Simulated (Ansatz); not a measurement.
Total energies of Ge(vinyl)(OEt)3 (C8H18GeO3) from Ansatz at PBE-D4/def2-SVP, gas phase (1 Eh = 27.2114 eV = 2625.5 kJ/mol). The reference geometry is relaxed at r2SCAN-D4/def2-SVP.

```tsv
state	geometry	energy (Eh)
charge 0 singlet	reference	-2616.76257
charge 1 doublet	reference	-2616.45007
charge 1 doublet	relaxed at r2SCAN-D4/def2-SVP	-2616.45921
free Ge atom (triplet)	–	-2076.34106
free C atom (triplet)	–	-37.75124
free H atom (doublet)	–	-0.49863
free O atom (triplet)	–	-74.91467
```

Q: Work out the vertical ionisation energy to the doublet.

A: E(charge 1 doublet) − E(charge 0 singlet) = -2616.45007 − (-2616.76257) = 0.31250 Eh = 8.50 eV. For comparison, −ε of the highest occupied level is 6.01 eV at this level, 2.49 eV less.

Q: How much does the charge 1 doublet relax, and what is the adiabatic ionisation energy?

A: Relaxation: -2616.45007 − (-2616.45921) = 0.00914 Eh = 0.25 eV. Adiabatic ionisation energy: 0.30336 Eh = 8.25 eV, without zero-point energy. 

Q: What is the binding energy per atom against free atoms?

A: Atoms: 1 × (-2076.34106) + 8 × (-37.75124) + 18 × (-0.49863) + 3 × (-74.91467) = -2612.07033 Eh. Binding: -2612.07033 − (-2616.76257) = 4.69224 Eh = 127.68 eV, or 4.26 eV for each of 30 atoms (no zero-point energy, no counterpoise term).

At PBE-D4/def2-SVP the gap within one spin of the charge 1 doublet nearly closes, so an electron or hole may be smeared out by delocalisation error.
